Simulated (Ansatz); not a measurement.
singlet silylene (H$_{2}$Si), singlet, geometry from GFN2-xTB. Base run: CAM-B3LYP/6-311G** (Ansatz, a first-principles code).

Ansatz was given this input:
Ansatz 0.2 input:
```yaml
crystal:
  periodic: [false, false, false]
  atoms:
    - {symbol: Si, position_ang: [-0.00666824, -0.00277970, 0.12275926]}
    - {symbol: H, position_ang: [0.04778718, 1.13172388, -0.83406892]}
    - {symbol: H, position_ang: [0.04556812, -1.09280805, -0.88456070]}
basis:
  gaussian:
    orbitals: 6-311G__.json
hamiltonian:
  xc: cam_b3lyp
```
The basis file holds 6-311G** in the JSON format of the Basis Set Exchange.

Each row names what was changed in the base input (with any setting that the change needs).

```tsv
change	ΔE vs base (mEh)
base	0.000
occupation = up:A1:5 B1:1 B2:2 down:A1:5 B1:1 B2:2	0.000
occupation = up:A1:4 B1:2 B2:2 down:A1:4 B1:2 B2:2	180.4
symmetry_tolerance_ang = 0.01	0.000
occupation = up:A1:4 B1:1 B2:3 down:A1:4 B1:1 B2:3	490.4
occupation = up:A1:5 B2:3 down:A1:5 B2:3	8672.5
occupation = up:A1:4 B1:1 B2:2 A2:1 down:A1:4 B1:1 B2:2 A2:1	1522.7
```
